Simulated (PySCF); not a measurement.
Bi(Me)2 (C2H6Bi), SMILES [CH3][Bi][CH3], multiplicity 2. Geometry optimised at B3LYP-D3(BJ)/def2-SVP. The spin state was assumed, not searched. The isomer is the one that the SMILES or the coordinates give; other isomers of the formula were not compared. The def2 effective core potentials stand for the cores of Bi; spin–orbit coupling is left out.

Level of theory: B3LYP-D3(BJ)/def2-SVP run with PySCF.

Harmonic wavenumbers (cm⁻¹): 83, 92, 146, 452, 454, 683, 684, 685, 791, 1170, 1183, 1426, 1428, 1436, 1436, 3040, 3041, 3150, 3151, 3159, 3159. Rotational constants (GHz): 6.527, 5.467, 3.093; symmetry number 2.

Question: Work out the zero-point energy and the ideal-gas rigid-rotor harmonic-oscillator thermochemistry at 298.15 K and 1 atm.

Answer: ZPE = ½ Σ hcν = ½ × 30849 cm⁻¹ = 44.10 kcal/mol. H − E(el) = 48.47 kcal/mol. Entropy in cal/(mol K): translation 42.32, rotation 24.10, vibration 13.10, spin 1.38, total 80.89. G − E(el) = 24.36 kcal/mol. Cp = 20.55 cal/(mol K). Modes under 150 cm⁻¹ make the vibrational entropy uncertain.
